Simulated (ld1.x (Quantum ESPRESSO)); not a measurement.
Values are calculated unless marked as measured or tabulated.
## Hardness and transferability of assorted potentials

Generated with ld1.x 7.5 (TM, RRKJ, ultrasoft, PAW), atompaw 4.2 or ONCVPSP 4.0.1. The cutoff is in Ry: for ld1.x and atompaw files where the sum of valence levels is converged to 10 mRy in a Bessel basis, for ONCV files where the hardest occupied wave has 1 mHa per electron of residual kinetic energy. The error is the largest all-electron minus pseudo excitation energy over each file’s own four to seven test configurations (ionisations up to +4, promotions, holes and added fractions of an electron), all of which were solved. The labels leave out finer settings (local radius, basis sizes, second energies), which also bear on the numbers. Spin-polarised tests are not counted. The rows are a selection from randomly drawn settings: files with unsolved tests, undetermined cutoffs or missed reference levels are left out.

A true bound ghost makes a file unfit for plane-wave use even where its test errors are small: the radial tests pick states by their node count and pass the ghost by.

| element | potential | cutoff (Ry) | largest error (meV) | bound ghosts |
| --- | --- | --- | --- | --- |
| Be | TM semilocal, PBE, scalar-relativistic, rc 1.45/4.20/3.90 (spd), local p, core correction yes, reference 2s2 2p0 | 10 | -230 | none |
| Mg | TM, PBE, scalar-relativistic, rc 1.95/2.70/2.25 (spd), local d, core correction yes, reference 3s2 3p0 | 6 | -6.4 | none |
| Al | RRKJ, PBEsol, scalar-relativistic, rc 1.80/2.60 (sp), local s, core correction no, reference 3s2 3p0 | 10 | +16 | none |
| Ge | ultrasoft, BLYP, scalar-relativistic, rc 1.60/2.10/0.90 (spd), local smoothed, core correction yes, reference 3d10 4s2 4p2 | 200 | -514 | s, p |
| Au | TM, LDA (PZ), scalar-relativistic, rc 2.55/3.30/1.85/2.50 (spdf), local smoothed, core correction no, reference 5d10 6s1 6p0 | 45 | -152 | f, s |
| Tl | TM, PBE, scalar-relativistic, rc 1.52/2.38 (sp), local p, core correction no, reference 6s2 6p0.75 | 35 | +101 | none |

Task: Fill in the row for Ba: RRKJ, PBEsol, fully relativistic, rc 3.65/4.20/3.10 (spd), local s, core correction no, reference 5d0 6s1 6p0.

Result: cutoff 6 Ry, largest error +435 meV, bound ghosts: none.

Task: Fill in the row for Au: TM, PBE, scalar-relativistic, rc 2.64/3.42/3.02 (spd), local d, core correction yes, reference 5d10 6s1 6p0.

Result: cutoff 30 Ry, largest error -441 meV, bound ghosts: s.
